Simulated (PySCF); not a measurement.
Compound: hydroxydifluoroborane, BF2HO.
Atom-mapped SMILES: `[OH:1][B:2]([F:3])[F:4]` (hydrogens: H5 on O1)

Structure used (PBE0-D3(BJ)/def2-SVP), in Å, numbered top down from 1:
```
atom  x, y, z in Å
O1     0.7941   -0.6391   -0.2314
B2    -0.3775    0.0055   -0.1171
F3    -0.4716    1.3247   -0.2228
F4    -1.4776   -0.6804    0.1097
H5     1.5352   -0.0463   -0.3895
```

Method: EOM-IP-CCSD/aug-cc-pVDZ in PySCF, restricted Hartree–Fock reference, frozen core, non-relativistic, gas phase, PBE0-D3(BJ)/def2-SVP geometry.

Hartree–Fock orbital energies give these Koopmans values (eV): HOMO 15.37, HOMO-1 16.41, HOMO-2 17.86, HOMO-3 18.16, HOMO-4 18.76, HOMO-5 19.81, HOMO-6 20.93.

Task: What vertical ionisation energies does EOM-IP-CCSD give?

Result: 
```csv
leading hole (HF orbital),Koopmans (eV),EOM-IP-CCSD (eV),change (eV),one-hole share
HOMO,15.37,13.83,-1.54,0.95
HOMO-1,16.41,14.55,-1.86,0.95
HOMO-2,17.86,15.64,-2.22,0.95
HOMO-3,18.16,16.05,-2.11,0.95
HOMO-4,18.76,16.76,-2.00,0.95
HOMO-5,19.81,17.90,-1.91,0.95
HOMO-6,20.93,18.93,-2.00,0.95
```

Task: Does the order of the lines follow the orbital energies?

Result: Yes, no two lines change places. The corrections run from -2.22 to -1.54 eV, with a mean of -1.95 eV over the 7 lines; no line lies above its Koopmans value. Koopmans values leave out both the relaxation of the orbitals and the change in correlation energy.

Task: At what kinetic energies would He I light (21.22 eV) eject these electrons?

Result: 7.39 eV (HOMO), 6.67 eV (HOMO-1), 5.58 eV (HOMO-2), 5.17 eV (HOMO-3), 4.46 eV (HOMO-4), 3.32 eV (HOMO-5), 2.29 eV (HOMO-6).

One root was sought for each valence orbital with −ε under 21 eV, eight at most, so deeper holes and satellites are missing; no vibrational structure.

The run took 4.8 min of wall time on one thread of an x86-64 server (shared host).

One conformer stands for the species.
